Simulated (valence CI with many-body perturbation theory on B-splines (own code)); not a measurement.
**Pb⁴¹⁺: E2, M1 decay**

Computed by relativistic CI+MBPT: five valence electrons over a frozen Dirac-Fock core [Kr], radial functions for each j: 7 s, 7 p, 8 d, 6 f, 4 g, 1 h, with the one-electron correlation potential Σ1 (screened to all orders), the two-electron term Σ2, the three-electron term Σ3, Breit, model QED; selected single and double excitations, second order for the rest, scaled by the run's own slope (own B-spline code, finite nucleus).

The last digits are not significant, and no measured levels were compared; by estimate large intervals hold to a few tenths of a per cent, small ones and those within an open d or f shell to about a per cent. The list stops below the first excitations out of the core.

Lines 51 to 100 of 120 in falling wavelength, among levels below 1215500 cm⁻¹, chosen from the decays that carry over 1 % of a level's rate. Wavelengths and rates use the calculated energies. Electric multipoles are in the length gauge, E1 and E2 with the static RPA response of the core. S is in atomic units (e²a₀⁴ for E2 and M2, e²a₀⁶ for E3), for M1 in squared Bohr magnetons. Weak lines are less certain than strong ones. Lines between different terms over intervals too small for the method are left out, as are lines whose strength nearly cancels. The highest levels of a list are the least certain.

Levels are named by their leading jj configuration (3d3/2^4 stands for four electrons in 3d with j = 3/2), which in mixed levels can hold well under half, so a name can repeat and another be missing. Letters in brackets count levels of one name in rising energy.

```tsv
λ vac (Å)	Upper	Lower	Type	A (s⁻¹)	S (a.u.)
407.2	(4d3/2^2 4d5/2^3) J=5/2 [c]	(4d3/2^3 4d5/2^2) J=7/2 [b]	M1	1.17e+05	1.76e+00
404.6	(4d3/2 4d5/2^4) J=5/2 [a]	(4d3/2^2 4d5/2^3) J=7/2 [a]	M1	1.44e+05	2.12e+00
404.0	(4d3/2^2 4d5/2^3) J=1/2 [a]	(4d3/2^3 4d5/2^2) J=3/2 [a]	M1	2.69e+05	1.31e+00
403.9	(4d3/2 4d5/2^4) J=9/2	(4d3/2^2 4d5/2^3) J=7/2 [b]	M1	6.08e+04	1.49e+00
403.4	(4d3/2^2 4d5/2^3) J=13/2	(4d3/2^3 4d5/2^2) J=11/2	M1	4.47e+04	1.52e+00
400.3	(4d3/2^3 4d5/2^2) J=3/2 [a]	(4d3/2^4 4d5/2) J=5/2	M1	3.04e+05	2.89e+00
396.7	(4d3/2^2 4d5/2^3) J=3/2 [b]	(4d3/2^3 4d5/2^2) J=1/2	M1	2.39e+04	2.22e-01
393.0	(4d3/2 4d5/2^4) J=9/2	(4d3/2^2 4d5/2^3) J=9/2 [b]	M1	1.80e+05	4.06e+00
392.7	(4d3/2 4d5/2^4) J=3/2 [a]	(4d3/2^2 4d5/2^3) J=5/2 [b]	M1	9.22e+04	8.28e-01
391.4	(4d3/2^2 4d5/2^3) J=3/2 [a]	(4d3/2^3 4d5/2^2) J=3/2 [a]	M1	2.74e+05	2.43e+00
390.8	(4d3/2 4d5/2^4) J=5/2 [b]	(4d3/2^2 4d5/2^3) J=3/2 [b]	M1	1.11e+05	1.48e+00
390.0	(4d3/2^2 4d5/2^3) J=7/2 [b]	(4d3/2^3 4d5/2^2) J=5/2 [b]	M1	6.12e+03	1.08e-01
387.7	(4d3/2 4d5/2^4) J=3/2 [a]	(4d3/2^2 4d5/2^3) J=3/2 [a]	M1	3.17e+05	2.74e+00
387.7	(4d3/2 4d5/2^4) J=5/2 [b]	(4d3/2^2 4d5/2^3) J=5/2 [c]	M1	2.40e+04	3.11e-01
386.4	(4d3/2^2 4d5/2^3) J=5/2 [b]	(4d3/2^3 4d5/2^2) J=3/2 [a]	M1	4.56e+04	5.85e-01
382.7	(4d3/2^2 4d5/2^3) J=5/2 [c]	(4d3/2^3 4d5/2^2) J=5/2 [b]	M1	9.56e+03	1.19e-01
382.7	(4d3/2^2 4d5/2^3) J=9/2 [b]	(4d3/2^3 4d5/2^2) J=9/2	M1	2.17e+05	4.52e+00
381.5	(4d3/2 4d5/2^4) J=11/2	(4d3/2^2 4d5/2^3) J=13/2	M1	6.99e+04	1.73e+00
380.5	(4d3/2 4d5/2^4) J=5/2 [b]	(4d3/2^2 4d5/2^3) J=7/2 [b]	M1	7.41e+03	9.08e-02
379.7	(4d3/2^2 4d5/2^3) J=3/2 [b]	(4d3/2^3 4d5/2^2) J=5/2 [b]	M1	7.61e+04	6.18e-01
378.6	(4d3/2^2 4d5/2^3) J=5/2 [b]	(4d3/2^3 4d5/2^2) J=7/2 [a]	M1	1.05e+05	1.26e+00
376.1	(4d3/2 4d5/2^4) J=3/2 [a]	(4d3/2^2 4d5/2^3) J=1/2 [a]	M1	2.34e+05	1.85e+00
372.9	(4d3/2^2 4d5/2^3) J=7/2 [b]	(4d3/2^3 4d5/2^2) J=9/2	M1	6.28e+04	9.66e-01
372.4	(4d3/2 4d5/2^4) J=7/2 [a]	(4d3/2^2 4d5/2^3) J=9/2 [a]	M1	2.12e+05	3.24e+00
371.0	(4d3/2^3 4d5/2^2) J=9/2	(4d3/2^4 4d5/2) J=5/2	E2	7.41e+01	4.65e-03
368.4	(4d3/2^2 4d5/2^3) J=7/2 [c]	(4d3/2^3 4d5/2^2) J=7/2 [b]	M1	8.27e+04	1.23e+00
367.3	(4d3/2^2 4d5/2^3) J=7/2 [a]	(4d3/2^3 4d5/2^2) J=5/2 [a]	M1	8.04e+04	1.18e+00
366.7	(4d3/2^2 4d5/2^3) J=1/2 [b]	(4d3/2^3 4d5/2^2) J=1/2	M1	1.31e+05	4.79e-01
360.6	(4d3/2^2 4d5/2^3) J=9/2 [b]	(4d3/2^3 4d5/2^2) J=11/2	M1	7.21e+04	1.25e+00
359.5	(4d3/2 4d5/2^4) J=5/2 [a]	(4d3/2^2 4d5/2^3) J=5/2 [a]	M1	7.02e+05	7.26e+00
359.2	(4d3/2 4d5/2^4) J=11/2	(4d3/2^2 4d5/2^3) J=9/2 [a]	M1	9.06e+04	1.87e+00
357.7	(4d3/2 4d5/2^4) J=7/2 [a]	(4d3/2^2 4d5/2^3) J=7/2 [a]	M1	1.82e+05	2.47e+00
355.5	(4d3/2^3 4d5/2^2) J=5/2 [b]	(4d3/2^4 4d5/2) J=5/2	M1	4.17e+03	4.17e-02
355.5	(4d3/2^3 4d5/2^2) J=5/2 [b]	(4d3/2^4 4d5/2) J=5/2	E2	3.90e+02	1.19e-02
352.5	(4d3/2 4d5/2^4) J=11/2	(4d3/2^2 4d5/2^3) J=11/2	M1	2.94e+05	5.72e+00
349.2	(4d3/2^2 4d5/2^3) J=9/2 [b]	(4d3/2^3 4d5/2^2) J=7/2 [a]	M1	6.04e+04	9.54e-01
348.2	(4d3/2^2 4d5/2^3) J=7/2 [c]	(4d3/2^3 4d5/2^2) J=5/2 [b]	M1	3.90e+04	4.89e-01
344.0	(4d3/2^2 4d5/2^3) J=3/2 [c]	(4d3/2^3 4d5/2^2) J=3/2 [b]	M1	5.25e+04	3.17e-01
342.5	(4d3/2 4d5/2^4) J=5/2 [b]	(4d3/2^2 4d5/2^3) J=5/2 [b]	M1	1.45e+05	1.30e+00
341.7	(4d3/2^3 4d5/2^2) J=1/2	(4d3/2^4 4d5/2) J=5/2	E2	2.45e+02	2.04e-03
341.6	(4d3/2^2 4d5/2^3) J=5/2 [c]	(4d3/2^3 4d5/2^2) J=3/2 [a]	M1	6.24e+04	5.53e-01
341.0	(4d3/2^2 4d5/2^3) J=7/2 [b]	(4d3/2^3 4d5/2^2) J=7/2 [a]	M1	4.52e+03	5.32e-02
339.1	(4d3/2^2 4d5/2^3) J=3/2 [b]	(4d3/2^3 4d5/2^2) J=3/2 [a]	M1	4.63e+04	2.68e-01
338.7	(4d3/2 4d5/2^4) J=5/2 [b]	(4d3/2^2 4d5/2^3) J=3/2 [a]	M1	4.20e+04	3.63e-01
336.7	(4d3/2^3 4d5/2^2) J=7/2 [b]	(4d3/2^4 4d5/2) J=5/2	M1	6.99e+03	7.92e-02
335.4	(4d3/2^2 4d5/2^3) J=5/2 [c]	(4d3/2^3 4d5/2^2) J=7/2 [a]	M1	1.37e+05	1.15e+00
334.5	(4d3/2^2 4d5/2^3) J=7/2 [c]	(4d3/2^3 4d5/2^2) J=9/2	M1	8.38e+04	9.31e-01
333.2	(4d3/2 4d5/2^4) J=9/2	(4d3/2^2 4d5/2^3) J=9/2 [a]	M1	6.87e+03	9.42e-02
332.1	(4d3/2^2 4d5/2^3) J=9/2 [c]	(4d3/2^3 4d5/2^2) J=7/2 [b]	M1	8.80e+04	1.19e+00
329.5	(4d3/2^2 4d5/2^3) J=3/2 [a]	(4d3/2^3 4d5/2^2) J=5/2 [a]	M1	1.70e+05	9.01e-01
```
